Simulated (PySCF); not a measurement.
# Reading the logs of faulty runs: BClGeH3 anion

These are calculations, not measurements. The program is PySCF 2.14.0, an open-source quantum chemistry code, run on an isolated molecule that a program drew, which may never have been made. The molecule is BClGeH3 anion (charge -1, singlet), drawn as the SMILES string `Cl[BH][GeH2-]`.

Each row is a Hartree-Fock (HF) and frozen-core CCSD(T) single point in the aug-cc-pV(D+d)Z basis, meant for a local HF minimum. Run 1 is clean. Each other run has one planted mistake out of seven kinds, and not every kind appears here: one electron removed, one electron added, multiplicity raised by two, geometry at a saddle point, minimal basis STO-3G, one bond length entered in bohr, all coordinates scaled. The reference is restricted for singlets and unrestricted otherwise, and also for a bond in bohr. Adding or removing an electron swaps singlet and doublet. Electrons count all cores. HOMO and LUMO are orbital energies over both spins, the gradient is its largest component, and the lowest frequency (negative if imaginary) is given only where the gradient is small. Bond lengths are over the 5 bonds as drawn. T1 is the CCSD diagnostic: over 0.02 (restricted) or 0.045 (unrestricted) a single reference is doubtful. Germanium has the aug-cc-pVDZ-PP basis, with a core potential (ECP10MDF) in place of its 10 inner electrons, and its 3s, 3p and 3d shells are frozen in CCSD(T).

Geometry of the clean run:
```xyz
6
BClGeH3 anion, angstrom
Cl   -2.7059    0.3577    3.0815
B    -1.7930    0.0276    1.5114
Ge    0.1822    0.4590    1.2129
H    -2.4492   -0.6934    0.8032
H     0.2259    0.7777   -0.3346
H     0.4041    1.8938    1.8242
```

```
run,electrons,basis functions,<S^2>,HOMO (eV),LUMO (eV),gradient (hartree/bohr),lowest frequency (cm^-1),mean bond (Å),longest bond (Å),T1,HF (hartree),CCSD(T) (hartree),mistake
1,58,114,0.000,-2.22,3.77,2.7e-05,164,1.6501,2.044,0.0243,-779.34249,-779.75722,no fault
2,58,114,0.000,-2.35,3.78,1.5e-02,-,1.7029,2.109,0.0254,-779.33867,-779.75436,all coordinates scaled
3,57,114,0.768,-9.91,-0.49,3.7e-02,-,1.6501,2.044,0.0190,-779.29830,-779.67463,one electron removed
4,58,114,0.579,-2.48,3.84,1.8e-02,-,1.8645,2.277,0.0677,-779.23345,-779.65670,?
5,58,114,2.019,-0.94,3.66,1.7e-02,-,1.6501,2.044,0.0172,-779.29198,-779.68492,?
```

**Which mistake was planted in run 4, and what did it cost?**

The mean bond changes by a factor of 1.130 and the longest by 1.114, so the molecule wasn't scaled as a whole. A length L in bohr read as angstrom grows by (1/0.5292 - 1) L = 0.890 L. The 5 bonds together grew by 5 x 0.2144 = 1.072 Å, which gives L = 1.205 Å. That is bond B2-H4, 1.205 Å in the clean geometry. So the mistake is: one bond length entered in bohr. Subtracting run 1 and multiplying by 627.51 kcal/mol a hartree, the energy moved by 68.4 kcal/mol in HF and 63.1 kcal/mol in CCSD(T).

**Which mistake was planted in run 5, and what did it cost?**

Electrons, basis and geometry are unchanged, and <S^2> is 2.019, beside S(S+1) = 2.00 for a multiplicity of 3. So the mistake is: multiplicity raised by two. Subtracting run 1 and multiplying by 627.51 kcal/mol a hartree, the energy moved by 31.7 kcal/mol in HF and 45.4 kcal/mol in CCSD(T).

Cautions from the logs. Run 1: T1 is over the limit, so its CCSD(T) energy is less reliable; run 2: T1 is over the limit, so its CCSD(T) energy is less reliable; run 4: T1 is over the limit, so its CCSD(T) energy is less reliable.
